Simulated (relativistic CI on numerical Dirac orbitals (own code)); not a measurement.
Radial Dirac CI calculation of Cd2+.

Command:

```sh
python run_levels.py task.json out
```

Input:

```
atom Cd  Z=48  charge=2  electrons=46
nucleus A=114  rms_radius_fm=4.6087
hamiltonian dirac-coulomb  breit=on  qed=on  c_scale=1
orbitals kli  potential=per-configuration
slater_scale 1
correlation none
mixing on
grid step=0.0125 r_max=49.7
scf mixing=0.4 start=green max_iterations=30 tolerance=1e-06 node_fill=0.05
configurations
  [Kr] 4d10
end
```

Output:

```
SCF 1: [Kr] 4d10
 iter      energy (Ha)   residual   last orbital (Ha)
    1     -5576.791316   2.10e+00     -3.05386
    2     -5591.168514   6.35e-01     -1.71034
    3     -5592.370424   1.44e-01     -1.35749
    4     -5592.431859   8.98e-02     -1.46074
    5     -5592.455001   2.95e-02     -1.40843
    6     -5592.455780   2.03e-03     -1.37286
    7     -5592.455943   5.72e-04     -1.37452
    8     -5592.456023   1.07e-04     -1.37526
    9     -5592.456013   3.71e-06     -1.37514
   10     -5592.456013   3.85e-07     -1.37513
orbital energies (Ha): 3p3/2 -22.6930  3d3/2 -15.6133  3d5/2 -15.3571  4s -4.8393  4p1/2 -3.5608  4p3/2 -3.3520  4d3/2 -1.4010  4d5/2 -1.3751
configuration averages (Ha): Dirac-Coulomb, Breit, QED
  4d10                         -5592.456013    3.837891    2.561669
levels: no., configuration, term, J, E (cm-1), weight
   1 4d10                   1S   0                0.0  1.00
lowest total energy -5586.056452 Ha
end: converged
```

Against the reference input this run has: SCF tolerance 1e-06, iteration limit 30. The reference run ends at -5586.056452 Ha with Breit and QED terms. The change (SCF tolerance 1e-06, iteration limit 30) leaves the energy and the levels as they were.
